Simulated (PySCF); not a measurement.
A structure optimised at PBE-D3(BJ)/def2-SVP, used in a PySCF frequency run:

```
Si
F 1 1.6289
C 1 1.8176 2 108.90
C 3 1.2278 2 147.14 1 179.19
H 4 1.0829 2 156.94 1 179.60
C 1 1.8176 2 108.90 3 -121.82
C 6 1.2278 2 147.14 1 -179.19
H 7 1.0829 2 156.94 1 -179.60
Cl 1 2.0590 2 107.62 3 119.09
```

Task: Write its SMILES, formula and point group.

Result: C#C[Si](F)(Cl)C#C, C₄H₂ClFSi, Cs

Task: What are its rotational constants (standard atomic weights)?

Result: 1.6872, 1.5775, 1.1563 GHz
